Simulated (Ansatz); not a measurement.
```xyz
4

C     0.0000    0.0000   -0.5228
O     0.0000    0.0000    0.6733
H     0.0000   -0.9444   -1.1247
H     0.0000    0.9444   -1.1247
```

Basis set: cc-pVDZ (spherical functions). Correlated methods keep 2 orbitals frozen. Charge 0, multiplicity 1.

Computed with Ansatz (development build ahead of 0.2.0); each method stands on the lowest determinant of its kind that the runs found. Restricted open shells among the atoms or ions are ROHF, correlated in semicanonical orbitals with singles.

The atomization energy at this shape (free ground-state atoms in the same class of orbitals less the molecule, no zero-point energy) of singlet CH2O:

```
method  atomization energy
   RHF            11.10 eV
```

(1) What does RHF-MP2 give?

Results:

(1) 15.29 eV.
